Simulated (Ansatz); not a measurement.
# Reading a saddle point

A first-order saddle point of Si2NH6Cl3, singlet, PBE0-D4/def2-TZVP, with one imaginary mode of 1244i cm⁻¹:

| atom | x (Å) | y (Å) | z (Å) |
| --- | --- | --- | --- |
| Si1 | -0.9074 | 0.5996 | -0.5966 |
| Si2 | 0.4075 | -1.1015 | 1.4161 |
| Cl3 | -1.7018 | 1.8073 | -2.1007 |
| Cl4 | -1.8821 | -1.1436 | -1.0014 |
| Cl5 | -1.3060 | 1.7538 | 1.0328 |
| H6 | 0.9792 | 0.0277 | -0.0958 |
| N7 | 0.8434 | 0.6814 | -1.1128 |
| H8 | 1.3334 | -0.6038 | 2.4886 |
| H9 | -0.9109 | -1.2971 | 2.0892 |
| H10 | 0.8856 | -2.4754 | 1.0517 |
| H11 | 1.0387 | 0.1306 | -1.9462 |
| H12 | 1.2205 | 1.6210 | -1.2250 |

Ansatz 0.2.0; basis: def2-TZVPP and def2-QZVPP; cores frozen in the correlated methods. Extrapolation: Hartree–Fock as exp(−7.88 √X), correlation as X^−2.97.

**Question.** Which contacts change along the imaginary mode, and what lies on either side? (A judgement: the text doesn't fix the answer.)

**Answer.** The calculation gives: The step is Si₂H₃Cl₃ ([SiH3][Si]([Cl])([Cl])[Cl]) + NH₃ → SiNH₂Cl₃ ([NH2][Si]([Cl])([Cl])[Cl]) + SiH₄, with the molecules in contact on both sides. Shortening one way: Si1–N7, Si2–H6; lengthening the same way: Si1–Si2, H6–N7.
| pair | one side (Å) | saddle (Å) | other side (Å) |
| --- | --- | --- | --- |
| Si1–N7 | 3.09 | 1.83 | 1.68 |
| Si2–H6 | 3.37 | 1.97 | 1.48 |
| Si1–Si2 | 2.33 | 2.95 | 4.41 |
| H6–N7 | 1.01 | 1.22 | 3.24 |

**Question.** Which side is lower, and how far does the saddle lie above each? (Judge from chemistry; the value comes from the calculation.)

**Answer.** The calculation gives: The side with Si1–N7, Si2–H6 short is lower by 48.5 kJ/mol; the saddle lies 260.5 kJ/mol above it and 212.0 kJ/mol above the other (CCSD(T) at an estimated basis limit (MP2 extrapolated from triple and quadruple zeta, plus CCSD(T) − MP2 in triple zeta); electronic energies).

The T1 diagnostic stays at or below 0.011. The start structure is not quite a true minimum (one mode of 28i cm⁻¹).

Labels in which every atom is bracketed show which atoms are joined, not bond orders.

For scale, one of the runs: CCSD(T)/def2-TZVPP, 325 basis functions, launched by `ansatz run in.yaml --threads 4 --pin off --events-out ev --progress --plain --max-ram 66560MiB --backend cuda --devices 0, --max-vram 37GiB`. Time: 11 s of wall clock on 4 CPU threads of an AMD EPYC 7R13 and a share of one NVIDIA H100; the host was shared. Peak host memory: 0.82 GiB.
